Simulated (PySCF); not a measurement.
Si(GeH3)(OH)3 (GeH₆O₃Si), SMILES O[Si](O)(O)[GeH3]. Atoms are numbered in the order given.

```xyz
11

O     -1.3333     0.9084     1.5044
Si    -0.8919     0.1117     0.1011
O     -1.3698     1.0495    -1.1950
O     -1.6625    -1.3797     0.2091
Ge     1.4560    -0.1621    -0.1729
H     -1.5220     0.3141     2.2520
H     -2.2597     1.4374    -1.0998
H     -1.4244    -2.0159    -0.4878
H      2.0479    -0.9439     1.0322
H      2.1994     1.1939    -0.2765
H      1.7777    -0.9871    -1.4504
```
Charge 0, spin multiplicity 1.

Geometry: PBE-D3(BJ)/def2-SVP. Other conformers were not sampled.

These are PBE0/pcSseg-1 in PySCF values and carry that method's errors.

GIAO shieldings, no solvent; atoms listed in one row are averaged. δ = σ(ref) − σ: ¹⁷O against H2O (σ = 334.2 ppm); ²⁹Si against TMS (σ = 352.7 ppm); ⁷³Ge against GeH4 (σ = 1658.3 ppm); ¹H against TMS (σ = 31.56 ppm), references at their B3LYP-D3(BJ)/def2-TZVP geometries, non-relativistic.

Computed chemical shifts:
```
nucleus         atoms  count  δ (ppm)
-------  ------------  -----  -------
¹⁷O                O4      1     98.1
¹⁷O                O3      1     84.5
¹⁷O                O1      1     72.0
²⁹Si              Si2      1    -16.8
⁷³Ge              Ge5      1    -40.1
¹H       H9, H10, H11      3     3.81
¹H                 H7      1     2.90
¹H                 H6      1     2.51
¹H                 H8      1     2.49
```
